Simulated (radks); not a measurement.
Trend from K2+ to Kr2+: ionisation energy by Delta-SCF between NIST ground configurations, and size. Method: scalar-relativistic Kohn-Sham, PBE, spin-polarised, spherical densities, finite nucleus; open shells are filled with parallel spins first; Fermi nuclear charge, rms radius of each element as measured or else 0.836 A^(1/3) + 0.57 fm; computed with a radial shooting solver on a logarithmic mesh with Libxc functionals.

species      configuration  IE (eV)  NIST (eV)       kind  -e(HOMO) (eV)  outermost  <r> outermost (bohr)  r at 0.001 e/bohr^3 (bohr)
K2+           [Ne] 3s2 3p5   45.789     45.803  semi-emp.    38.560 (3p)         3p                  1.36                        3.09
Ca2+                  [Ar]   50.914     50.913       exp.    43.060 (3p)         3p                  1.26                        2.99
Sc2+              [Ar] 3d1   25.091     24.757       exp.    18.305 (3d)         3d                  1.57                        3.10
Ti2+              [Ar] 3d2   27.575     27.492       exp.    20.406 (3d)         3d                  1.42                        3.14
V2+               [Ar] 3d3   29.885     29.311       exp.    22.343 (3d)         3d                  1.31                        3.13
Cr2+              [Ar] 3d4   32.063      30.96       exp.    24.157 (3d)         3d                  1.21                        3.10
Mn2+              [Ar] 3d5   34.136      33.67       exp.    25.875 (3d)         3d                  1.13                        3.05
Fe2+              [Ar] 3d6   31.187      30.65       exp.    23.245 (3d)         3d                  1.12                        3.04
Co2+              [Ar] 3d7   33.622       33.5  semi-emp.    25.291 (3d)         3d                  1.04                        3.01
Ni2+              [Ar] 3d8   35.925      35.19       exp.    27.228 (3d)         3d                 0.982                        2.97
Cu2+              [Ar] 3d9   38.125      36.84       exp.    29.078 (3d)         3d                 0.928                        2.93
Zn2+             [Ar] 3d10   40.241     39.723       exp.    30.856 (3d)         3d                 0.880                        2.89
Ga2+         [Ar] 3d10 4s1   31.609     30.726       exp.    26.694 (4s)         4s                  2.07                        3.29
Ge2+         [Ar] 3d10 4s2   34.414     34.058       exp.    29.250 (4s)         4s                  1.94                        3.41
As2+     [Ar] 3d10 4s2 4p1   27.999      28.35       exp.    23.196 (4p)         4p                  2.14                        3.56
Se2+     [Ar] 3d10 4s2 4p2   31.646      31.70       exp.    26.369 (4p)         4p                  1.98                        3.57
Br2+     [Ar] 3d10 4s2 4p3   35.124      34.87       exp.    29.436 (4p)         4p                  1.84                        3.52
Kr2+     [Ar] 3d10 4s2 4p4   35.396      35.84       exp.    29.800 (4p)         4p                  1.75                        3.47

Reference values: NIST Atomic Spectra Database (exp. = measured, semi-emp. = semi-empirical, theory = theoretical value adopted there). Open shells are spherical and high-spin; term and fine-structure splittings are not resolved.
